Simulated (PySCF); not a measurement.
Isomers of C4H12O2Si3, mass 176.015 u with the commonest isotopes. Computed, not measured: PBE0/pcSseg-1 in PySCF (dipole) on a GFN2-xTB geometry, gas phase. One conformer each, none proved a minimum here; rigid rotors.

Question: Order these by rotational constant B, largest first.
A. `[O:1]=[C:2]([OH:3])[C@@H:4]([SiH3:5])[Si@@H:6]1[CH2:7][C@@H:8]1[SiH3:9]` with O1–C2–O3–H -1°, O1–C2–C4–Si5 -82°, C2–C4–Si6–C7 162°
B. `[CH3:1]/[C:2](=[CH:3]\[CH:4]=[O:5])[SiH2:6][O:7][SiH2:8][SiH3:9]` with C2–C3–C4–O5 2°, C1–C2–Si6–O7 -179°
C. `[CH:1]#[C:2][CH2:3][SiH2:4][O:5][Si@@H:6]([CH3:7])[O:8][SiH3:9]` with C2–C3–Si4–O5 55°, C3–Si4–O5–Si6 -43°, Si4–O5–Si6–C7 -50°, O5–Si6–O8–Si9 -62°
D. `[CH2:1]=[CH:2][SiH2:3][C:4]([SiH3:5])([SiH3:6])[C:7](=[O:8])[OH:9]` with C1–C2–Si3–C4 -154°, C2–Si3–C4–Si5 -68°, Si3–C4–C7–O8 7°, C4–C7–O9–H 180°

Answer: C (808.9 MHz), D (689.5 MHz), A (611.4 MHz), B (367.4 MHz).

Question: Order these by rotational constant A, largest first.
A. `[O:1]=[C:2]([OH:3])[C@@H:4]([SiH3:5])[Si@@H:6]1[CH2:7][C@@H:8]1[SiH3:9]` with O1–C2–O3–H -1°, O1–C2–C4–Si5 -82°, C2–C4–Si6–C7 162°
B. `[CH2:1]=[CH:2][Si@@:3]([OH:4])([CH:5]=[O:6])[SiH2:7][CH2:8][SiH3:9]` with C1–C2–Si3–O4 12°, C2–Si3–O4–H 96°, C2–Si3–C5–O6 -120°, C2–Si3–Si7–C8 -152°, Si3–Si7–C8–Si9 -55°
C. `[CH:1]#[C:2][CH2:3][SiH2:4][O:5][Si@@H:6]([CH3:7])[O:8][SiH3:9]` with C2–C3–Si4–O5 55°, C3–Si4–O5–Si6 -43°, Si4–O5–Si6–C7 -50°, O5–Si6–O8–Si9 -62°
D. `[CH3:1]/[C:2](=[CH:3]\[CH:4]=[O:5])[SiH2:6][O:7][SiH2:8][SiH3:9]` with C2–C3–C4–O5 2°, C1–C2–Si6–O7 -179°

Answer: D (2400 MHz), B (1369 MHz), A (1325 MHz), C (1086 MHz).

Question: Order these by dipole moment, largest first.
A. `[O:1]=[C:2]([OH:3])[C@@H:4]([SiH3:5])[Si@@H:6]1[CH2:7][C@@H:8]1[SiH3:9]` with O1–C2–O3–H -1°, O1–C2–C4–Si5 -82°, C2–C4–Si6–C7 162°
B. `[CH3:1]/[C:2](=[CH:3]\[CH:4]=[O:5])[SiH2:6][O:7][SiH2:8][SiH3:9]` with C2–C3–C4–O5 2°, C1–C2–Si6–O7 -179°
C. `[CH2:1]=[CH:2][SiH2:3][C:4]([SiH3:5])([SiH3:6])[C:7](=[O:8])[OH:9]` with C1–C2–Si3–C4 -154°, C2–Si3–C4–Si5 -68°, Si3–C4–C7–O8 7°, C4–C7–O9–H 180°
D. `[CH2:1]=[CH:2][Si@@:3]([OH:4])([CH:5]=[O:6])[SiH2:7][CH2:8][SiH3:9]` with C1–C2–Si3–O4 12°, C2–Si3–O4–H 96°, C2–Si3–C5–O6 -120°, C2–Si3–Si7–C8 -152°, Si3–Si7–C8–Si9 -55°

Answer: B (2.41 D), D (1.93 D), C (1.47 D), A (1.11 D).

```tsv
SMILES	point group	Ia (u·Å²)	Ib (u·Å²)	Ic (u·Å²)	κ	μa (D)	μb (D)	μc (D)
O=C(O)[C@@H]([SiH3])[Si@@H]1C[C@@H]1[SiH3]	C1	381.48	826.57	958.17	-0.79	0.27	0.21	1.05
C#CC[SiH2]O[Si@@H](C)O[SiH3]	C1	465.28	624.77	794.86	-0.23	0.66	0.81	0.53
C=C[Si@@](O)(C=O)[SiH2]C[SiH3]	C1	369.22	826.47	991.51	-0.76	0.78	1.26	1.23
C=C[SiH2]C([SiH3])([SiH3])C(=O)O	C1	381.93	732.96	773.29	-0.89	0.59	1.34	0.11
C/C(=C\C=O)[SiH2]O[SiH2][SiH3]	C1	210.53	1375.59	1564.38	-0.96	2.40	0.19	0.05
```
